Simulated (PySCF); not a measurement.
## [Bi(H2CO)]3+ at several levels of theory

Computed with PySCF 2.14.0 (density fitting, no spin-orbit coupling) at the geometry relaxed with PBE0:

```xyz
5
[Bi(H2CO)]3+ (singlet)
Bi    0.0000    0.0000   -0.2156
O     0.0000    0.0000    1.8785
C     0.0000    0.0000    3.1485
H     0.9812    0.0000    3.6912
H    -0.9812    0.0000    3.6912
```

```
level                                                       basis    state  HOMO (eV)  gap (eV)  charge on Bi1 (e)  dipole about the centre of mass (D)  largest force component (eV/Å)
 PBE0  Bi def2-SVP with ECP60, O def2-SVP, C def2-SVP, H def2-SVP  singlet     -26.35      3.67               2.38                                 8.93                            0.01
 BLYP                                                    the same  singlet     -25.19      1.69               2.28                                 9.77                            1.04
 TPSS                                                    the same  singlet     -25.30      1.98               2.32                                 9.48                            0.60
```

Charges are Mulliken's, which hang on the basis. The relaxation used the grid (50, 194), these runs (75, 302) or, all-electron (x2c bases, spin-free X2C Hamiltonian), (99, 590).

**Question.** What does PBE0 with Bi def2-TZVP with ECP60, O def2-TZVP, C def2-TZVP, H def2-TZVP give here?

**Answer.** state singlet, HOMO (eV) -26.33, gap (eV) 3.69, charge on Bi1 (e) 2.35, dipole about the centre of mass (D) 9.01, largest force component (eV/Å) 0.85. Time: 5.2 s on 2 threads of Arm Neoverse V1, with other jobs on the host, from free ions and atoms.

In the first row's basis the gap widens with exact exchange: 1.7 to 2.0 eV for BLYP, TPSS (none); 3.7 eV for PBE0 (a fixed share).
